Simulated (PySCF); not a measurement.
Compound: C6H12P2.
Numbering: `[CH:1]#[C:2][P:3]([PH2:4])[C:5]([CH3:6])([CH3:7])[CH3:8]` (hydrogens: H9 on C1; H10, H11 on P4; H12, H13, H14 on C6; H15, H16, H17 on C7; H18, H19, H20 on C8)

The same species was optimised twice, with GFN2-xTB and with PBE0-D3(BJ)/def2-SVP (PySCF), and the same property calculations (PySCF, gas phase) were run on both structures.

```
     coordinate  GFN2-xTB  PBE0-D3(BJ)/def2-SVP  change
      P3–P4 (Å)     2.175                 2.246  +0.071
      C1≡C2 (Å)     1.204                 1.218  +0.014
      C2–P3 (Å)     1.764                 1.769  +0.005
      C5–C6 (Å)     1.525                 1.523  -0.002
      C5–C8 (Å)     1.528                 1.529  +0.001
      P3–C5 (Å)     1.899                 1.900  +0.001
      C5–C7 (Å)     1.529                 1.530  +0.001
   C1–C2–P3 (°)     172.4                 175.1    +2.7
   C2–P3–C5 (°)      98.9                 100.9    +2.0
   P3–C5–C8 (°)     106.9                 105.7    -1.2
   P3–C5–C6 (°)     112.9                 113.9    +1.0
   P3–C5–C7 (°)     106.6                 105.7    -0.9
   C6–C5–C8 (°)     110.1                 110.7    +0.6
   P4–P3–C5 (°)     100.2                 100.7    +0.5
   C6–C5–C7 (°)     110.0                 110.4    +0.4
C2–P3–C5–C6 (°)       -44                   -46      -2
```

Rotational constants: A = 1610, B = 1331, C = 936.1 MHz (GFN2-xTB) against A = 1576, B = 1298, C = 911.8 MHz (PBE0-D3(BJ)/def2-SVP). Point groups within 0.08 Å: C1 and C1.

On the GFN2-xTB structure: HOMO (eV) -6.45 [PBE0/pcSseg-1]; LUMO (eV) -0.33 [PBE0/pcSseg-1]; dipole (D) 0.74 [PBE0/pcSseg-1]; GIAO shielding of C1 (ppm) 81.6 [PBE0/pcSseg-1]; GIAO shielding of C2 (ppm) 98.2 [PBE0/pcSseg-1]; GIAO shielding of P3 (ppm) 386.5 [PBE0/pcSseg-1]; GIAO shielding of P4 (ppm) 540.5 [PBE0/pcSseg-1]; GIAO shielding of C5 (ppm) 152.4 [PBE0/pcSseg-1]; GIAO shielding of C6/C7/C8 (mean) (ppm) 158.0 [PBE0/pcSseg-1].

What do these properties become on the PBE0-D3(BJ)/def2-SVP structure?

```json
{"property": "HOMO (eV)", "level": "PBE0/pcSseg-1", "on GFN2-xTB": "-6.45", "on PBE0-D3(BJ)/def2-SVP": "-6.44", "change": "+0.01"}
{"property": "LUMO (eV)", "level": "PBE0/pcSseg-1", "on GFN2-xTB": "-0.33", "on PBE0-D3(BJ)/def2-SVP": "-0.54", "change": "-0.21"}
{"property": "dipole (D)", "level": "PBE0/pcSseg-1", "on GFN2-xTB": "0.74", "on PBE0-D3(BJ)/def2-SVP": "0.82", "change": "+0.08"}
{"property": "energy, GFN2-xTB geometry as zero (kcal/mol)", "level": "PBE0/pcSseg-1", "on GFN2-xTB": "0.0", "on PBE0-D3(BJ)/def2-SVP": "-2.2", "change": "-2.2"}
{"property": "GIAO shielding of C1 (ppm)", "level": "PBE0/pcSseg-1", "on GFN2-xTB": "81.6", "on PBE0-D3(BJ)/def2-SVP": "78.7", "change": "-2.9"}
{"property": "GIAO shielding of C2 (ppm)", "level": "PBE0/pcSseg-1", "on GFN2-xTB": "98.2", "on PBE0-D3(BJ)/def2-SVP": "98.0", "change": "-0.2"}
{"property": "GIAO shielding of P3 (ppm)", "level": "PBE0/pcSseg-1", "on GFN2-xTB": "386.5", "on PBE0-D3(BJ)/def2-SVP": "368.8", "change": "-17.7"}
{"property": "GIAO shielding of P4 (ppm)", "level": "PBE0/pcSseg-1", "on GFN2-xTB": "540.5", "on PBE0-D3(BJ)/def2-SVP": "507.6", "change": "-32.9"}
{"property": "GIAO shielding of C5 (ppm)", "level": "PBE0/pcSseg-1", "on GFN2-xTB": "152.4", "on PBE0-D3(BJ)/def2-SVP": "151.5", "change": "-0.9"}
{"property": "GIAO shielding of C6/C7/C8 (mean) (ppm)", "level": "PBE0/pcSseg-1", "on GFN2-xTB": "158.0", "on PBE0-D3(BJ)/def2-SVP": "156.0", "change": "-2.0"}
```

The heavy atoms differ by 0.037 Å rms after alignment. Among bonds between heavy atoms P3–P4 changes most (+0.071 Å). Changes are differences of the printed values. Neither structure is proved a minimum here.

Conformer computed: `[CH:1]#[C:2][P:3]([PH2:4])[C:5]([CH3:6])([CH3:7])[CH3:8]`: C2–P3–C5–C6 -46°, H–P4–P3–C2 -156°, H–P4–P3–C2 -63°.
